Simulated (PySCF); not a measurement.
C7HFO.
Bonds: O1–C2 (double), C2–C3, C3–C4 (triple), C4–C5, C5–C6 (triple), C6–C7, C7–C8 (triple), C8–F9. Hydrogens: H10 on C2.

Method used: PBE0/6-31G* geometry optimisation, gas phase (PySCF 2.14.0).

Problem. Give the optimised bond lengths and angles.

Solution. 
```csv
bond,length (bohr)
O1=C2,2.291
C2–C3,2.722
C3≡C4,2.307
C4–C5,2.556
C5≡C6,2.311
C6–C7,2.562
C7≡C8,2.284
C8–F9,2.401
C2–H10,2.092
```

A selection of angles:
```csv
angle,degrees
O1–C2–C3,123.7
O1–C2–H10,121.7
C3–C2–H10,114.6
C2–C3–C4,179.4
C3–C4–C5,179.7
C4–C5–C6,179.7
C5–C6–C7,179.9
C6–C7–C8,179.5
C7–C8–F9,179.8
```

The 9 heavy atoms lie in one plane (0.000 Å rms). The C–C distances run from 1.208 Å (C7≡C8, drawn triple) to 1.440 Å (C2–C3, drawn single), a spread of 0.232 Å.

Point group: Cs (every atom within 0.08 Å of its image). Whether it is a minimum is left open (no frequencies).
